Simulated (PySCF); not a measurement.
**Working with the constants of CaP**

UHF-CCSD(T) constants of CaP, ⁴Σ⁻ (quartet), unpaired electrons σ ↑, π ↑↑ (PySCF, no relativity, basis sets Ca def2-TZVPP, P def2-TZVPP; masses 39.9626 and 30.9738 u):

| Quantity | Value |
| --- | --- |
| ωe | 263.5 cm⁻¹ |
| ωexe | 1.63 cm⁻¹ |
| Be | 0.12163 cm⁻¹ |
| αe | 0.000835 cm⁻¹ |
| D (centrifugal) | 1.04e-07 cm⁻¹ |
| De to Ca + P | 0.79 eV |

Problem. Give the vibrational terms G(v) and spacings up to v = 6.

Solution. G(v) = ωe(v+½) − ωexe(v+½)².

| v | G(v) (cm⁻¹) | G(v) − G(v−1) | Bv (cm⁻¹) |
| --- | --- | --- | --- |
| 0 | 131.3 |  | 0.1212 |
| 1 | 391.6 | 260.2 | 0.1204 |
| 2 | 648.6 | 257.0 | 0.1195 |
| 3 | 902.3 | 253.7 | 0.1187 |
| 4 | 1152.7 | 250.5 | 0.1179 |
| 5 | 1399.9 | 247.2 | 0.1170 |
| 6 | 1643.9 | 243.9 | 0.1162 |

Problem. How well does the Morse estimate ωe²/(4ωexe) reproduce De, and what is D0?

Solution. It gives 1.32 eV, 167 % of the computed De. D0 = De − G(0) = 0.79 − 0.02 = 0.77 eV.

Correlated steps freeze 10 core orbitals. The state was picked by a PBE0 search and need not be the measured ground state.
